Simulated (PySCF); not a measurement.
## Correlation energy of Rb+ (rubidium, charge +1)

[Kr], closed-shell 1S. All numbers are calculated (PySCF 2.14, the spin-free X2C one-electron Hamiltonian (Gaussian nucleus), in x2c-SVPall (6s4p5d1f, 50 functions)). Frozen: [Ar] 3d10 4s2; 6 electrons correlated.

Total MP2 correlation energy: -84.73 mhartree.

Same-spin part -26.04 and opposite-spin part -58.69 mhartree; SCS-MP2 scales them by 1/3 and 6/5 to -79.11 mhartree.

```tsv
level	correlation energy (mhartree)
CCSD	-91.15
(T)	-1.55
CCSD(T)	-92.70
```

Diagnostics: T1 = 0.00062, D1 = 0.0009, largest double amplitude 0.030.

Cost of the coupled-cluster step: 0.18 s of wall time on 1 thread of Intel(R) Xeon(R) Platinum 8488C (shared host), for 6 correlated electrons.

Iterations:

```
CC2 = 0
CCSD nocc = 3, nmo = 35
frozen orbitals [0, 1, 2, 3, 4, 5, 6, 7, 8, 9, 10, 11, 12, 13, 14]
max_cycle = 100
direct = 0
conv_tol = 1e-08
conv_tol_normt = 1e-06
diis_space = 8
diis_start_cycle = 0
Init t2, MP2 energy = -2978.77645317377  E_corr(MP2) -0.0847344137015272
Init E_corr(CCSD) = -0.0847344137022871
cycle = 1  E_corr(CCSD) = -0.0904587288548402  dE = -0.00572431515  norm(t1,t2) = 0.0117517
cycle = 2  E_corr(CCSD) = -0.0910067532974777  dE = -0.000548024443  norm(t1,t2) = 0.00262374
cycle = 3  E_corr(CCSD) = -0.0911572387464599  dE = -0.000150485449  norm(t1,t2) = 0.000798697
cycle = 4  E_corr(CCSD) = -0.0911550051947858  dE = 2.23355167e-06  norm(t1,t2) = 4.02438e-05
cycle = 5  E_corr(CCSD) = -0.0911548539454896  dE = 1.51249296e-07  norm(t1,t2) = 4.01628e-06
cycle = 6  E_corr(CCSD) = -0.0911548890767319  dE = -3.51312423e-08  norm(t1,t2) = 6.1492e-07
cycle = 7  E_corr(CCSD) = -0.091154891608458  dE = -2.53172605e-09  norm(t1,t2) = 5.48188e-08
CCSD converged
E(CCSD) = -2978.782873651677  E_corr = -0.09115489160845797
CCSD(T) correction = -0.00154685373188794
```
